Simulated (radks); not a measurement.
Kr II, configuration [Ar] 3d10 4s2 4p4 6p1 (not the ground configuration).

Method: Dirac Kohn-Sham, PBE, spin-unpolarised, spherical densities, finite nucleus; open shells fill j = l - 1/2 first; Fermi nuclear charge, rms radius 4.1884 fm; computed with a radial shooting solver on a logarithmic mesh with Libxc functionals.

Energy parts (hartree):
| part | energy |
|---|---|
| total | -2789.17858 |
| kinetic | 2864.35452 |
| electron-nucleus | -6712.86179 |
| Hartree | 1155.21350 |
| exchange-correlation | -95.88481 |

Orbitals (lengths in bohr, moments of r in powers of bohr):
1s1/2: occ. 2; eigenvalue (hartree) -520.9415; <r^2> 0.002318
2s1/2: occ. 2; eigenvalue (hartree) -69.29527; <r^2> 0.03965
2p1/2: occ. 2; eigenvalue (hartree) -62.70062; <r^2> 0.03039
2p3/2: occ. 4; eigenvalue (hartree) -60.72222; <r^2> 0.03182
3s1/2: occ. 2; eigenvalue (hartree) -10.50159; <r^2> 0.3230
3p1/2: occ. 2; eigenvalue (hartree) -8.17247; <r^2> 0.3328
3p3/2: occ. 4; eigenvalue (hartree) -7.88132; <r^2> 0.3458
3d3/2: occ. 4; eigenvalue (hartree) -3.82262; <r^2> 0.3758
3d5/2: occ. 6; eigenvalue (hartree) -3.77464; <r^2> 0.3810
4s1/2: occ. 2; eigenvalue (hartree) -1.56649; <r^2> 2.567
4p1/2: occ. 2; eigenvalue (hartree) -1.03306; <r^2> 3.405
4p3/2: occ. 2; eigenvalue (hartree) -1.00374; <r^2> 3.528
6p1/2: occ. 1; eigenvalue (hartree) -0.12055; <r^2> 104.9
6p3/2: occ. 0; eigenvalue (hartree) -0.11925; <r^2> 106.1

The highest occupied level is 6p1/2 at -3.280 eV. The density falls to 0.001 e/bohr^3 at r = 3.65 bohr.
